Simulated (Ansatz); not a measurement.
A short molecular-dynamics run on CH$_{5}$GeNO$_{2}$ (`O=C[NH][GeH2][OH]`).

```yaml
crystal:
  periodic: [false, false, false]
  atoms:
    - {symbol: O, position_ang: [-0.992622, 0.644709, 1.807339]}
    - {symbol: C, position_ang: [0.186997, 0.435600, 1.656855]}
    - {symbol: N, position_ang: [0.722172, -0.109645, 0.534603]}
    - {symbol: Ge, position_ang: [-0.351278, -0.645912, -0.889136]}
    - {symbol: O, position_ang: [-0.931698, 0.754101, -1.801311]}
    - {symbol: H, position_ang: [0.934339, 0.675231, 2.437935]}
    - {symbol: H, position_ang: [1.719672, -0.254936, 0.532681]}
    - {symbol: H, position_ang: [0.611697, -1.486978, -1.747002]}
    - {symbol: H, position_ang: [-1.593742, -1.373466, -0.398453]}
    - {symbol: H, position_ang: [-0.222437, 1.310098, -2.130709]}
basis:
  gaussian: {orbitals: def2-SVP}
hamiltonian: {xc: {name: revPBE}, dispersion: d3bj}
md: {timestep: 0.5 fs, n_steps: 30, ensemble: nvt_nose_hoover, temperature: 500, initial_velocities: maxwell_boltzmann, seed: 49}
```

```sh
$ ansatz run in.yaml --threads 4 --pin off --events-out ev --progress --plain --max-ram 10444MiB
```

| step | time (fs) | potential energy (eV) | kinetic (eV) | T (K) | conserved (eV) |
| --- | --- | --- | --- | --- | --- |
| 0 | 0.0 | -63203.6105 | 0.5170 | 500 | -63203.0934 |
| 1 | 0.5 | -63203.5406 | 0.4487 | 434 | -63203.0919 |
| 2 | 1.0 | -63203.4488 | 0.3594 | 348 | -63203.0895 |
| 3 | 1.5 | -63203.3739 | 0.2865 | 277 | -63203.0874 |
| 4 | 2.0 | -63203.3469 | 0.2597 | 251 | -63203.0872 |
| 5 | 2.5 | -63203.3718 | 0.2831 | 274 | -63203.0887 |
| 6 | 3.0 | -63203.4249 | 0.3341 | 323 | -63203.0909 |
| 7 | 3.5 | -63203.4728 | 0.3807 | 368 | -63203.0923 |
| 8 | 4.0 | -63203.4923 | 0.4000 | 387 | -63203.0925 |
| 9 | 4.5 | -63203.4780 | 0.3865 | 374 | -63203.0918 |
| 10 | 5.0 | -63203.4396 | 0.3493 | 338 | -63203.0906 |
| 11 | 5.5 | -63203.3934 | 0.3041 | 294 | -63203.0896 |
| 12 | 6.0 | -63203.3553 | 0.2667 | 258 | -63203.0889 |
| 13 | 6.5 | -63203.3364 | 0.2482 | 240 | -63203.0886 |
| 14 | 7.0 | -63203.3407 | 0.2523 | 244 | -63203.0888 |
| 15 | 7.5 | -63203.3645 | 0.2755 | 266 | -63203.0895 |
| 16 | 8.0 | -63203.3972 | 0.3074 | 297 | -63203.0905 |
| 17 | 8.5 | -63203.4242 | 0.3335 | 322 | -63203.0914 |
| 18 | 9.0 | -63203.4317 | 0.3407 | 329 | -63203.0919 |
| 19 | 9.5 | -63203.4146 | 0.3241 | 313 | -63203.0914 |
| 20 | 10.0 | -63203.3813 | 0.2922 | 283 | -63203.0901 |
| 21 | 10.5 | -63203.3522 | 0.2645 | 256 | -63203.0888 |
| 22 | 11.0 | -63203.3474 | 0.2601 | 252 | -63203.0885 |
| 23 | 11.5 | -63203.3719 | 0.2838 | 274 | -63203.0895 |
| 24 | 12.0 | -63203.4110 | 0.3215 | 311 | -63203.0911 |
| 25 | 12.5 | -63203.4409 | 0.3505 | 339 | -63203.0921 |
| 26 | 13.0 | -63203.4451 | 0.3549 | 343 | -63203.0920 |
| 27 | 13.5 | -63203.4234 | 0.3343 | 323 | -63203.0911 |
| 28 | 14.0 | -63203.3889 | 0.3011 | 291 | -63203.0899 |
| 29 | 14.5 | -63203.3587 | 0.2719 | 263 | -63203.0891 |
| 30 | 15.0 | -63203.3450 | 0.2586 | 250 | -63203.0889 |

Velocities are drawn at the set temperature; a run this short doesn't reach equilibrium.

Frames (Å, forces in eV/Å):

```xyz
10
time=0.0 fs
O    -0.993    0.645    1.807   -1.578    0.323    0.260
C     0.187    0.436    1.657    0.490   -0.033    0.108
N     0.722   -0.110    0.535    0.171   -0.158   -0.304
Ge   -0.351   -0.646   -0.889    0.014   -0.428   -0.059
O    -0.932    0.754   -1.801   -0.911    0.168   -0.159
H     0.934    0.675    2.438    0.544    0.133    0.478
H     1.720   -0.255    0.533    0.724   -0.121   -0.048
H     0.612   -1.487   -1.747    0.182   -0.184   -0.123
H    -1.594   -1.373   -0.398   -0.213   -0.108    0.074
H    -0.222    1.310   -2.131    0.576    0.407   -0.228
10
time=0.5 fs
O    -0.991    0.647    1.810   -1.867    0.356    0.276
C     0.184    0.433    1.657    0.475   -0.160   -0.239
N     0.722   -0.108    0.535   -0.813   -0.115   -0.504
Ge   -0.351   -0.646   -0.890    0.074   -0.329   -0.041
O    -0.932    0.754   -1.801   -1.547   -0.357    0.149
H     0.927    0.659    2.420    0.917    0.283    0.953
H     1.702   -0.251    0.523    1.626   -0.237   -0.010
H     0.606   -1.489   -1.743    0.249   -0.216   -0.175
H    -1.588   -1.371   -0.413   -0.360   -0.196    0.157
H    -0.226    1.292   -2.121    1.246    0.970   -0.565
10
time=1.0 fs
O    -0.989    0.650    1.814   -2.113    0.385    0.289
C     0.181    0.431    1.656    0.459   -0.264   -0.538
N     0.722   -0.106    0.536   -1.670   -0.086   -0.686
Ge   -0.350   -0.646   -0.890    0.131   -0.245   -0.028
O    -0.932    0.753   -1.802   -2.065   -0.760    0.387
H     0.923    0.644    2.405    1.251    0.411    1.380
H     1.687   -0.247    0.513    2.400   -0.336    0.016
H     0.601   -1.492   -1.739    0.307   -0.242   -0.220
H    -1.583   -1.369   -0.426   -0.497   -0.278    0.233
H    -0.227    1.276   -2.113    1.797    1.414   -0.833
10
time=1.5 fs
O    -0.988    0.653    1.817   -2.307    0.407    0.298
C     0.179    0.428    1.656    0.489   -0.325   -0.726
N     0.722   -0.104    0.537   -2.217   -0.097   -0.855
Ge   -0.350   -0.646   -0.890    0.180   -0.184   -0.022
O    -0.933    0.753   -1.802   -2.316   -0.937    0.490
H     0.921    0.630    2.393    1.490    0.501    1.700
H     1.679   -0.244    0.503    2.868   -0.390    0.038
H     0.597   -1.495   -1.736    0.353   -0.258   -0.254
H    -1.580   -1.367   -0.439   -0.616   -0.350    0.299
H    -0.224    1.264   -2.107    2.076    1.634   -0.968
10
time=2.0 fs
O    -0.988    0.656    1.820   -2.444    0.420    0.300
C     0.176    0.425    1.656    0.603   -0.331   -0.754
N     0.722   -0.102    0.537   -2.323   -0.167   -1.023
Ge   -0.349   -0.646   -0.891    0.214   -0.152   -0.023
O    -0.934    0.752   -1.802   -2.208   -0.839    0.427
H     0.923    0.616    2.385    1.583    0.543    1.864
H     1.677   -0.242    0.494    2.903   -0.381    0.069
H     0.594   -1.499   -1.734    0.387   -0.265   -0.275
H    -1.577   -1.366   -0.452   -0.706   -0.406    0.353
H    -0.215    1.255   -2.104    1.990    1.579   -0.938
10
time=2.5 fs
O    -0.987    0.658    1.823   -2.516    0.422    0.295
C     0.174    0.423    1.655    0.820   -0.280   -0.602
N     0.721   -0.100    0.537   -1.976   -0.295   -1.198
Ge   -0.349   -0.646   -0.891    0.229   -0.154   -0.031
O    -0.936    0.751   -1.802   -1.755   -0.498    0.217
H     0.929    0.605    2.381    1.505    0.535    1.851
H     1.682   -0.241    0.484    2.495   -0.309    0.121
H     0.592   -1.503   -1.732    0.406   -0.260   -0.283
H    -1.577   -1.367   -0.463   -0.762   -0.442    0.391
H    -0.202    1.250   -2.102    1.554    1.281   -0.761
10
time=3.0 fs
O    -0.987    0.661    1.827   -2.519    0.411    0.281
C     0.171    0.420    1.654    1.122   -0.179   -0.286
N     0.719   -0.098    0.537   -1.290   -0.461   -1.380
Ge   -0.348   -0.646   -0.891    0.219   -0.191   -0.046
O    -0.937    0.750   -1.801   -1.074   -0.014   -0.082
H     0.938    0.594    2.382    1.267    0.488    1.673
H     1.694   -0.241    0.475    1.759   -0.192    0.198
H     0.590   -1.508   -1.731    0.409   -0.244   -0.278
H    -1.578   -1.368   -0.474   -0.777   -0.455    0.414
H    -0.185    1.248   -2.103    0.885    0.837   -0.494
10
time=3.5 fs
O    -0.987    0.664    1.830   -2.451    0.386    0.257
C     0.169    0.417    1.653    1.465   -0.045    0.145
N     0.718   -0.096    0.537   -0.440   -0.637   -1.555
Ge   -0.348   -0.647   -0.892    0.183   -0.262   -0.068
O    -0.939    0.749   -1.801   -0.315    0.501   -0.402
H     0.950    0.585    2.387    0.909    0.413    1.372
H     1.709   -0.241    0.466    0.868   -0.056    0.290
H     0.590   -1.514   -1.731    0.397   -0.215   -0.259
H    -1.582   -1.371   -0.484   -0.751   -0.444    0.422
H    -0.166    1.249   -2.104    0.134    0.358   -0.202
10
time=4.0 fs
O    -0.988    0.667    1.834   -2.312    0.346    0.222
C     0.168    0.414    1.652    1.794    0.107    0.630
N     0.716   -0.094    0.537    0.410   -0.797   -1.705
Ge   -0.347   -0.647   -0.892    0.119   -0.362   -0.096
O    -0.941    0.749   -1.801    0.398    0.962   -0.690
H     0.965    0.576    2.395    0.489    0.328    1.003
H     1.727   -0.241    0.458   -0.015    0.075    0.386
H     0.590   -1.520   -1.731    0.371   -0.174   -0.228
H    -1.587   -1.374   -0.492   -0.684   -0.410    0.415
H    -0.147    1.250   -2.106   -0.571   -0.075    0.063
10
time=4.5 fs
O    -0.989    0.671    1.837   -2.104    0.290    0.178
C     0.166    0.412    1.652    2.058    0.262    1.114
N     0.714   -0.093    0.536    1.149   -0.923   -1.815
Ge   -0.347   -0.647   -0.893    0.031   -0.487   -0.130
O    -0.943    0.748   -1.801    0.992    1.323   -0.919
H     0.980    0.569    2.406    0.061    0.244    0.617
H     1.744   -0.242    0.451   -0.782    0.185    0.473
H     0.592   -1.526   -1.732    0.332   -0.125   -0.187
H    -1.593   -1.379   -0.500   -0.581   -0.354    0.396
H    -0.129    1.251   -2.108   -1.155   -0.416    0.273
10
time=5.0 fs
O    -0.991    0.674    1.841   -1.835    0.219    0.124
C     0.165    0.409    1.651    2.224    0.411    1.552
N     0.713   -0.091    0.535    1.725   -1.007   -1.875
Ge   -0.346   -0.647   -0.893   -0.079   -0.630   -0.168
O    -0.945    0.747   -1.801    1.439    1.572   -1.078
H     0.996    0.561    2.418   -0.335    0.169    0.253
H     1.760   -0.241    0.445   -1.384    0.266    0.543
H     0.594   -1.533   -1.733    0.284   -0.067   -0.140
H    -1.601   -1.384   -0.507   -0.449   -0.281    0.368
H    -0.114    1.251   -2.110   -1.590   -0.652    0.421
10
time=5.5 fs
O    -0.992    0.677    1.844   -1.513    0.135    0.062
C     0.165    0.406    1.651    2.281    0.547    1.921
N     0.712   -0.090    0.533    2.123   -1.047   -1.879
Ge   -0.346   -0.647   -0.893   -0.205   -0.781   -0.210
O    -0.946    0.747   -1.802    1.735    1.709   -1.169
H     1.011    0.555    2.431   -0.674    0.106   -0.069
H     1.772   -0.240    0.440   -1.808    0.317    0.591
H     0.597   -1.540   -1.734    0.228   -0.004   -0.088
H    -1.610   -1.390   -0.513   -0.298   -0.197    0.334
H    -0.103    1.249   -2.110   -1.869   -0.786    0.507
10
time=6.0 fs
O    -0.994    0.680    1.848   -1.152    0.040   -0.005
C     0.165    0.404    1.651    2.232    0.668    2.208
N     0.711   -0.089    0.532    2.350   -1.045   -1.828
Ge   -0.345   -0.647   -0.894   -0.340   -0.935   -0.254
O    -0.948    0.747   -1.802    1.885    1.744   -1.197
H     1.025    0.548    2.443   -0.949    0.056   -0.338
H     1.780   -0.239    0.437   -2.060    0.340    0.617
H     0.600   -1.547   -1.736    0.169    0.061   -0.034
H    -1.620   -1.396   -0.518   -0.136   -0.105    0.298
H    -0.096    1.246   -2.109   -1.998   -0.825    0.533
10
time=6.5 fs
O    -0.996    0.683    1.851   -0.763   -0.063   -0.077
C     0.165    0.401    1.652    2.090    0.773    2.410
N     0.711   -0.088    0.530    2.410   -1.005   -1.722
Ge   -0.344   -0.648   -0.894   -0.480   -1.083   -0.299
O    -0.949    0.747   -1.803    1.892    1.681   -1.164
H     1.036    0.542    2.455   -1.157    0.019   -0.552
H     1.783   -0.236    0.435   -2.148    0.338    0.620
H     0.604   -1.554   -1.738    0.107    0.127    0.018
H    -1.630   -1.403   -0.522    0.029   -0.013    0.261
H    -0.094    1.240   -2.107   -1.980   -0.775    0.505
10
time=7.0 fs
O    -0.998    0.687    1.855   -0.361   -0.171   -0.150
C     0.166    0.399    1.653    1.873    0.861    2.530
N     0.711   -0.087    0.527    2.309   -0.929   -1.566
Ge   -0.344   -0.648   -0.895   -0.618   -1.220   -0.345
O    -0.949    0.748   -1.804    1.753    1.525   -1.072
H     1.044    0.536    2.465   -1.305   -0.008   -0.714
H     1.781   -0.233    0.435   -2.076    0.311    0.601
H     0.608   -1.561   -1.740    0.047    0.190    0.068
H    -1.640   -1.410   -0.526    0.189    0.077    0.226
H    -0.096    1.233   -2.103   -1.812   -0.636    0.422
10
time=7.5 fs
O    -1.000    0.690    1.858    0.042   -0.281   -0.222
C     0.167    0.397    1.655    1.600    0.930    2.571
N     0.712   -0.087    0.525    2.042   -0.819   -1.364
Ge   -0.343   -0.648   -0.895   -0.749   -1.340   -0.389
O    -0.950    0.749   -1.805    1.461    1.274   -0.921
H     1.049    0.530    2.474   -1.395   -0.026   -0.827
H     1.774   -0.229    0.436   -1.842    0.260    0.561
H     0.613   -1.567   -1.741   -0.010    0.249    0.113
H    -1.650   -1.416   -0.529    0.337    0.162    0.194
H    -0.103    1.224   -2.099   -1.487   -0.410    0.284
10
time=8.0 fs
O    -1.003    0.693    1.862    0.434   -0.389   -0.291
C     0.168    0.395    1.657    1.285    0.981    2.537
N     0.712   -0.086    0.522    1.600   -0.677   -1.120
Ge   -0.343   -0.648   -0.896   -0.869   -1.441   -0.431
O    -0.950    0.750   -1.806    1.009    0.931   -0.712
H     1.051    0.523    2.480   -1.432   -0.035   -0.892
H     1.763   -0.224    0.438   -1.436    0.186    0.500
H     0.617   -1.573   -1.743   -0.062    0.302    0.151
H    -1.659   -1.423   -0.531    0.470    0.237    0.166
H    -0.114    1.214   -2.094   -0.999   -0.096    0.091
10
time=8.5 fs
O    -1.005    0.696    1.865    0.805   -0.493   -0.355
C     0.170    0.394    1.660    0.939    1.013    2.431
N     0.714   -0.086    0.519    0.978   -0.506   -0.842
Ge   -0.343   -0.649   -0.896   -0.973   -1.519   -0.471
O    -0.950    0.751   -1.808    0.405    0.504   -0.450
H     1.050    0.517    2.485   -1.417   -0.036   -0.911
H     1.748   -0.219    0.442   -0.854    0.089    0.423
H     0.621   -1.577   -1.744   -0.109    0.348    0.183
H    -1.667   -1.428   -0.534    0.584    0.303    0.143
H    -0.127    1.204   -2.088   -0.359    0.297   -0.151
10
time=9.0 fs
O    -1.007    0.699    1.869    1.147   -0.589   -0.412
C     0.172    0.392    1.663    0.570    1.026    2.254
N     0.715   -0.086    0.516    0.190   -0.311   -0.539
Ge   -0.342   -0.649   -0.897   -1.057   -1.572   -0.508
O    -0.950    0.752   -1.809   -0.309    0.021   -0.154
H     1.045    0.511    2.487   -1.350   -0.030   -0.880
H     1.731   -0.213    0.447   -0.108   -0.027    0.333
H     0.625   -1.581   -1.744   -0.148    0.384    0.206
H    -1.673   -1.433   -0.536    0.676    0.357    0.125
H    -0.141    1.195   -2.083    0.389    0.742   -0.425
10
time=9.5 fs
O    -1.009    0.702    1.872    1.452   -0.676   -0.461
C     0.174    0.391    1.667    0.178    1.020    2.007
N     0.716   -0.086    0.512   -0.714   -0.102   -0.224
Ge   -0.342   -0.650   -0.897   -1.121   -1.600   -0.543
O    -0.950    0.753   -1.810   -1.037   -0.460    0.142
H     1.036    0.504    2.488   -1.227   -0.016   -0.797
H     1.714   -0.208    0.452    0.755   -0.157    0.238
H     0.628   -1.584   -1.744   -0.179    0.412    0.222
H    -1.678   -1.437   -0.537    0.745    0.398    0.113
H    -0.153    1.187   -2.079    1.148    1.181   -0.696
10
time=10.0 fs
O    -1.010    0.705    1.875    1.715   -0.753   -0.502
C     0.176    0.390    1.671   -0.239    0.995    1.690
N     0.717   -0.085    0.509   -1.629    0.107    0.086
Ge   -0.341   -0.650   -0.898   -1.160   -1.602   -0.576
O    -0.950    0.754   -1.812   -1.633   -0.858    0.386
H     1.025    0.497    2.486   -1.042    0.004   -0.654
H     1.698   -0.203    0.458    1.631   -0.284    0.150
H     0.631   -1.587   -1.744   -0.201    0.429    0.229
H    -1.681   -1.440   -0.539    0.790    0.426    0.105
H    -0.163    1.183   -2.077    1.768    1.535   -0.914
10
time=10.5 fs
O    -1.012    0.707    1.878    1.935   -0.817   -0.534
C     0.178    0.389    1.675   -0.683    0.953    1.301
N     0.718   -0.085    0.506   -2.395    0.293    0.379
Ge   -0.341   -0.651   -0.898   -1.176   -1.577   -0.608
O    -0.950    0.755   -1.813   -1.942   -1.086    0.523
H     1.012    0.491    2.483   -0.790    0.031   -0.447
H     1.687   -0.199    0.464    2.363   -0.391    0.080
H     0.634   -1.588   -1.743   -0.214    0.435    0.227
H    -1.682   -1.442   -0.540    0.810    0.441    0.103
H    -0.169    1.181   -2.077    2.092    1.716   -1.025
10
time=11.0 fs
O    -1.013    0.710    1.881    2.109   -0.867   -0.556
C     0.180    0.388    1.680   -1.155    0.896    0.841
N     0.719   -0.085    0.502   -2.837    0.438    0.647
Ge   -0.341   -0.652   -0.899   -1.169   -1.528   -0.640
O    -0.951    0.756   -1.814   -1.868   -1.089    0.521
H     0.996    0.484    2.479   -0.472    0.065   -0.173
H     1.681   -0.196    0.471    2.779   -0.459    0.031
H     0.636   -1.588   -1.741   -0.217    0.431    0.218
H    -1.681   -1.443   -0.541    0.805    0.443    0.106
H    -0.170    1.185   -2.079    2.026    1.672   -0.995
10
time=11.5 fs
O    -1.014    0.712    1.884    2.236   -0.905   -0.570
C     0.182    0.388    1.685   -1.648    0.826    0.320
N     0.719   -0.085    0.499   -2.841    0.529    0.892
Ge   -0.341   -0.652   -0.899   -1.141   -1.455   -0.674
O    -0.952    0.756   -1.815   -1.434   -0.877    0.384
H     0.980    0.478    2.474   -0.091    0.102    0.164
H     1.682   -0.193    0.478    2.765   -0.476    0.000
H     0.637   -1.587   -1.739   -0.211    0.415    0.201
H    -1.678   -1.443   -0.541    0.775    0.430    0.113
H    -0.166    1.192   -2.084    1.590    1.411   -0.831
10
time=12.0 fs
O    -1.014    0.715    1.887    2.319   -0.930   -0.577
C     0.183    0.387    1.689   -2.143    0.746   -0.242
N     0.718   -0.084    0.496   -2.411    0.568    1.124
Ge   -0.341   -0.653   -0.900   -1.092   -1.359   -0.708
O    -0.953    0.757   -1.816   -0.765   -0.515    0.156
H     0.963    0.472    2.470    0.332    0.139    0.545
H     1.689   -0.192    0.484    2.324   -0.443   -0.024
H     0.638   -1.585   -1.736   -0.195    0.389    0.176
H    -1.673   -1.442   -0.542    0.719    0.404    0.126
H    -0.158    1.202   -2.091    0.912    1.000   -0.575
10
time=12.5 fs
O    -1.014    0.717    1.890    2.356   -0.941   -0.579
C     0.184    0.387    1.694   -2.602    0.662   -0.811
N     0.718   -0.084    0.493   -1.667    0.570    1.351
Ge   -0.340   -0.654   -0.901   -1.026   -1.240   -0.744
O    -0.955    0.757   -1.818   -0.020   -0.093   -0.109
H     0.947    0.466    2.467    0.761    0.172    0.936
H     1.702   -0.192    0.491    1.574   -0.376   -0.050
H     0.639   -1.582   -1.733   -0.170    0.354    0.144
H    -1.667   -1.440   -0.542    0.639    0.364    0.144
H    -0.148    1.215   -2.099    0.153    0.528   -0.282
10
time=13.0 fs
O    -1.014    0.719    1.893    2.348   -0.941   -0.576
C     0.184    0.387    1.699   -2.972    0.578   -1.330
N     0.716   -0.083    0.491   -0.784    0.553    1.578
Ge   -0.340   -0.655   -0.901   -0.944   -1.101   -0.779
O    -0.956    0.758   -1.819    0.671    0.312   -0.362
H     0.933    0.461    2.466    1.147    0.196    1.284
H     1.719   -0.193    0.497    0.688   -0.291   -0.084
H     0.639   -1.578   -1.730   -0.136    0.311    0.104
H    -1.659   -1.437   -0.541    0.536    0.311    0.166
H    -0.138    1.229   -2.108   -0.554    0.071   -0.001
10
time=13.5 fs
O    -1.013    0.721    1.896    2.298   -0.928   -0.570
C     0.184    0.387    1.703   -3.193    0.502   -1.739
N     0.715   -0.083    0.489    0.078    0.532    1.801
Ge   -0.340   -0.656   -0.902   -0.846   -0.941   -0.813
O    -0.957    0.758   -1.820    1.232    0.653   -0.574
H     0.921    0.456    2.468    1.429    0.204    1.529
H     1.737   -0.195    0.504   -0.182   -0.206   -0.126
H     0.639   -1.573   -1.726   -0.095    0.260    0.059
H    -1.649   -1.434   -0.541    0.412    0.246    0.193
H    -0.129    1.243   -2.116   -1.132   -0.322    0.240
10
time=14.0 fs
O    -1.012    0.723    1.898    2.203   -0.904   -0.563
C     0.183    0.388    1.707   -3.218    0.435   -1.982
N     0.714   -0.082    0.487    0.819    0.515    2.011
Ge   -0.340   -0.657   -0.903   -0.737   -0.763   -0.844
O    -0.958    0.759   -1.821    1.635    0.907   -0.731
H     0.913    0.452    2.474    1.561    0.195    1.617
H     1.755   -0.197    0.510   -0.933   -0.129   -0.170
H     0.638   -1.568   -1.723   -0.047    0.204    0.009
H    -1.639   -1.429   -0.540    0.269    0.171    0.225
H    -0.123    1.257   -2.125   -1.552   -0.630    0.427
10
time=14.5 fs
O    -1.011    0.724    1.901    2.066   -0.868   -0.552
C     0.182    0.388    1.711   -3.026    0.376   -2.033
N     0.713   -0.081    0.485    1.389    0.505    2.199
Ge   -0.340   -0.657   -0.903   -0.617   -0.568   -0.871
O    -0.959    0.760   -1.822    1.881    1.067   -0.829
H     0.909    0.448    2.484    1.521    0.169    1.523
H     1.771   -0.199    0.515   -1.520   -0.065   -0.210
H     0.638   -1.563   -1.719    0.005    0.143   -0.046
H    -1.628   -1.425   -0.538    0.111    0.087    0.260
H    -0.120    1.269   -2.132   -1.810   -0.846    0.557
10
time=15.0 fs
O    -1.009    0.726    1.903    1.888   -0.820   -0.539
C     0.180    0.388    1.714   -2.634    0.323   -1.903
N     0.712   -0.080    0.484    1.779    0.503    2.360
Ge   -0.340   -0.658   -0.904   -0.490   -0.361   -0.891
O    -0.960    0.760   -1.824    1.977    1.132   -0.868
H     0.908    0.444    2.497    1.325    0.132    1.260
H     1.783   -0.202    0.520   -1.933   -0.016   -0.244
H     0.637   -1.557   -1.715    0.061    0.079   -0.102
H    -1.617   -1.420   -0.536   -0.056   -0.003    0.298
H    -0.122    1.279   -2.138   -1.917   -0.969    0.630
```

Hardware: 4 threads of an Intel Xeon 6975P-C on a shared host. Wall time 18 s, peak host memory 0.44 GiB.
